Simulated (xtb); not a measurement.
2-methylbut-1-ene (C5H10), SMILES C=C(C)CC. All values are semi-empirical tight-binding results from xtb (GFN2-xTB unless named), good for trends rather than for accurate numbers. Coordinates come from a GFN2-xTB optimisation. The values are those of a single conformer.

Computed properties:
```yaml
orbital_gap: 5.29 eV
dipole_moment: 0.64 D
zero_point_energy: 84.4 kcal/mol
G − E(el) at 298.15 K (modified RRHO): 65.6 kcal/mol
static polarisability (D4 model): 62.6 bohr³
solvation energy, GFN2-xTB/ALPB(water): -0.4 kcal/mol
solvation energy, GFN2-xTB/ALPB(acetonitrile): -3.5 kcal/mol
```

**Question.** Give the IR lines (harmonic; lines under 4 % of the strongest left out, lines within 3 cm⁻¹ merged). (Estimate from the structure and the level; the computed values follow.)

**Answer.** ν (cm⁻¹): 835 (w), 895 (m), 996 (w), 1031 (w), 1055 (w), 1087 (w), 1285 (m), 1399 (w), 1425 (w), 1483 (w), 1493 (w), 1504 (w), 1733 (m), 2963 (s), 2986 (s), 3002 (s), 3017 (m), 3032 (vs), 3036 (vs), 3041 (s), 3047 (s), 3100 (m), 3121 (vs) (against the strongest line: vs over 80 %, s over 45 %, m over 15 %, w over 4 %, vw less)
